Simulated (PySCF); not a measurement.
# Distorted geometries of WO2Br2

WO2Br2 (singlet). PySCF 2.14.0, RKS PBE, W def2-SVP with ECP60, O def2-SVP, Br def2-SVP; non-relativistic Hamiltonian with scalar-relativistic core potentials where named; density fitting; no spin-orbit coupling. Relaxed geometry:

```xyz
5

W     0.0000    0.0000    0.4174
O     0.9691    0.9691    1.4489
O    -0.9691   -0.9691    1.4489
Br    1.4426   -1.4426   -0.8960
Br   -1.4426    1.4426   -0.8960
```

Order these distorted geometries by energy above the relaxed one, lowest first.
A.
```xyz
5

W     0.0380    0.0189    0.4037
O     0.9866    0.9397    1.4534
O    -1.0339   -0.9852    1.4333
Br    1.4789   -1.4506   -0.8789
Br   -1.4695    1.4772   -0.8881
```
B.
```xyz
5

W    -0.0009    0.0711    0.4535
O     0.9803    0.9161    1.4359
O    -0.9719   -0.9755    1.4545
Br    1.4539   -1.4634   -0.9850
Br   -1.4613    1.4516   -0.8356
```
C.
```xyz
5

W    -0.0553    0.0020    0.4712
O     1.0226    0.9603    1.4147
O    -0.9507   -0.9255    1.4042
Br    1.4099   -1.4736   -0.8700
Br   -1.4266    1.4368   -0.8969
```

A (0.18 eV), B (0.40 eV), C (0.58 eV).

Which forces (eV/Å) act in the one that lies 0.40 eV up?


```
W   -2.93 -5.57 -3.76
O    3.36  3.22  3.68
O    0.69  0.88 -0.45
Br  -0.77  0.92  0.78
Br  -0.34  0.54 -0.25
```
Forces carry noise of the integration grid, about 0.01 to 0.03 eV/Å.

No other spin state of this charge was computed.
